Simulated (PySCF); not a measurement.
CH₃ClGa, SMILES [Cl][Ga+][CH3], charge +1. Atoms are numbered in the order given.

```xyz
6

Ga     0.0000     0.0000    -0.2870
C      0.0000     0.0000    -2.1933
H     -0.8971    -0.5179    -2.5373
H      0.8971    -0.5179    -2.5373
H      0.0000     1.0358    -2.5373
Cl     0.0000     0.0000     1.7452
```
Charge +1, spin multiplicity 1.

Geometry optimised at ωB97X-D3(BJ)/def2-TZVP. The multiplicity is an assumed one; other spin states were not compared. The isomer is the one that the SMILES or the coordinates give; other isomers of the formula were not compared.

Method: PBE/def2-TZVPD in PySCF.

| Property | Value |
|---|---|
| total energy | -2424.23075 hartree |
| point group | C3v |
| highest occupied level | -13.97 eV |
| lowest empty level | -8.21 eV |
| orbital gap | 5.76 eV |
| dipole moment about the centre of nuclear charge | 3.39 D |
| mean static polarisability | 47.5 bohr³ (7.04 Å³) |
| polarisability, principal values | 35.4, 35.4, 71.7 bohr³ |
